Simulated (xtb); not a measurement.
C3H8FNSi, SMILES [SiH2](F)/C=N/CC. All values are semi-empirical tight-binding results from xtb (GFN2-xTB unless named), good for trends rather than for accurate numbers. Geometry: GFN2-xTB. The structure was generated by enumeration; whether it is a known compound was not checked. One conformer was computed; it need not be the lowest.

Optimised geometry:

```xyz
14

C     -3.1024    -0.9733     0.3121
C     -1.8178    -0.8594     1.1295
N     -0.6960    -0.7651     0.2461
C      0.0951     0.2108     0.3091
Si     1.5660     0.3549    -0.8618
F      2.4612     1.5409    -0.2279
H     -3.2689    -0.0603    -0.2553
H     -3.9510    -1.1389     0.9708
H     -3.0217    -1.8039    -0.3837
H     -1.6843    -1.7768     1.7127
H     -1.8785    -0.0037     1.8254
H     -0.0549     1.0106     1.0588
H      2.4218    -0.8188    -0.8606
H      1.1850     0.8424    -2.1790
```

The orbital gap comes out as 2.90 eV. The dipole moment comes out as 1.51 D. The zero-point energy is 65.0 kcal/mol, the G − E(el) at 298.15 K (modified RRHO) comes out as 44.0 kcal/mol and the static polarisability (D4 model) is 75.0 bohr³. The solvation energy, GFN2-xTB/ALPB(water) comes out as -1.1 kcal/mol. The solvation energy, GFN2-xTB/ALPB(thf) comes out as -4.4 kcal/mol.

Computed atomic charges and the Wiberg bond orders between heavy atoms:
charges (e) C1 -0.10, C2 0.03, N3 -0.23, C4 -0.02, Si5 0.54, F6 -0.28, H7 0.04, H8 0.04, H9 0.05, H10 0.05, H11 0.01, H12 0.00, H13 -0.06, H14 -0.06. Bond orders C1–C2 1.00, C2–N3 1.03, N3–C4 1.95, C4–Si5 0.88, Si5–F6 1.09.
